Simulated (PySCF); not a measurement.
HO₂, SMILES [O]O (connectivity only; charge and spin as stated), charge -1, multiplicity 1.

The structure is a stationary point at B3LYP-D3(BJ)/def2-TZVPD. The multiplicity is an assumed one; other spin states were not compared. The isomer is the one that the SMILES or the coordinates give; other isomers of the formula were not compared.

Computed with PBE/def2-TZVPD in PySCF.

Symmetry labels are those of the subgroup Cs that the program uses (full group Cs).

List the valence orbital energies around the gap with their symmetry. (The exact figures need the calculation; the answer reports its results.)


```tsv
orbital	symmetry	energy (eV)
HOMO−7	A'	-502.22
HOMO−6	A'	-18.93
HOMO−5	A'	-12.52
HOMO−4	A'	-4.72
HOMO−3	A'	-2.52
HOMO−2	A"	-1.31
HOMO−1	A'	2.11
HOMO	A"	2.75
LUMO	A'	4.28
LUMO+1	A'	5.09
LUMO+2	A'	6.09
LUMO+3	A"	6.33
```
